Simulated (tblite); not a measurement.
CN (SMILES [C]#N), doublet, at a GFN2-xTB geometry; GFN1-xTB (tblite).

tblite was given this input:
```
$ tblite run mol.xyz --method gfn1 --charge 0 --spin 1 --efield 0,0,0.1 --json tblite.json --no-restart

# file mol.xyz
2

C     -0.00000000    -0.00000000    -0.61154905
N      0.00000000     0.00000000     0.52418490
```

Q: Predict the main parts of the log of this tblite run.

A: 
```
xTB calculator
 | screened Coulomb repulsion
 | Coulomb electrostatics
 |  * isotropic Klopman-Ohno-Mataga-Nishimoto electrostatics
 |  * onsite third-order electrostatics
 | DFT-D3(BJ) dispersion correction
 | Interactions (1)
 | [1] electric field

halogen bonding energy    0.0000000000000E+00 Eh
repulsion energy          1.0534786411181E-01 Eh
dispersion energy        -1.9623322667626E-04 Eh
interaction energy        0.0000000000000E+00 Eh
number of electrons       9.0000000000000E+00 e
integral cutoff           1.7350510997663E+01 bohr

------------------------------------------------------------
  cycle        total energy    energy error   density error
------------------------------------------------------------
      1     -5.047777983988  -5.1529296E+00   4.5282361E-01
      2     -5.082162602900  -3.4384619E-02   3.4156974E-01
      3     -5.135172481626  -5.3009879E-02   1.6348654E-01
      4     -5.138401613668  -3.2291320E-03   3.1610537E-02
      5     -5.139254842774  -8.5322911E-04   2.8965193E-03
      6     -5.139260293913  -5.4511387E-06   1.1340322E-03
      7     -5.139261219971  -9.2605812E-07   7.4510126E-06
------------------------------------------------------------

electronic energy        -5.2444128508562E+00 Eh
total energy             -5.1392612199710E+00 Eh

Post processing:
 | Mayer-Wiberg bond orders

[Info] JSON dump of results written to 'tblite.json'
```
